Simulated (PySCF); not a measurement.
Electronic structure of Ga (gallium, neutral) at the M06-2X level

Configuration: [Ar] 3d10 4s2 4p1, 2P determinant. Computed with PySCF 2.14 in def2-SVP (5s4p3d, 32 functions), with no relativity, point nucleus.

- Total energy: -1924.559 hartree
- One-electron energy: -2683.888 hartree
- Hartree (Coulomb) energy: 834.385 hartree
- Exchange-correlation energy: -75.056 hartree
- Kinetic energy: 1922.34785 hartree
- ⟨S²⟩: 0.7540
- ⟨L²⟩: 2.012
- Sum of ⟨r⟩: 23.32 bohr
- Sum of ⟨r²⟩: 39.84 bohr²
- Traceless quadrupole moment −½Σ⟨3z² − r²⟩ along its main axis: -4.91 e·bohr²
- Density at the nucleus (Gaussians lack the cusp): 19200 bohr⁻³
- Spin density at the nucleus: 0.358 bohr⁻³
- Langevin diamagnetic susceptibility: -31.6 ×10⁻⁶ cm³/mol
- Time after the integrals: 0.5 s of wall time on 1 thread of Intel(R) Xeon(R) Platinum 8375C CPU @ 2.90GHz (shared host)

```csv
shell,electrons,mean orbital energy (eV),spread (eV),"rms radius, mean of both spins (bohr)"
1s α,1,-10196.0,0,0.0572
1s β,1,-10195.9,0,0.0572
2s α,1,-1268.2,0,0.240
2s β,1,-1268.2,0,0.240
2p α,3,-1125.9,0.018,0.212
2p β,3,-1125.8,0.076,0.212
3s α,1,-156.67,0,0.712
3s β,1,-156.63,0,0.712
3p α,3,-109.62,0.145,0.742
3p β,3,-109.58,0.281,0.742
3d α,5,-26.961,0.223,0.901
3d β,5,-26.945,0.301,0.901
4s α,1,-10.524,0,2.68
4s β,1,-9.227,0,2.68
4p α,1,-4.424,0,3.55
```
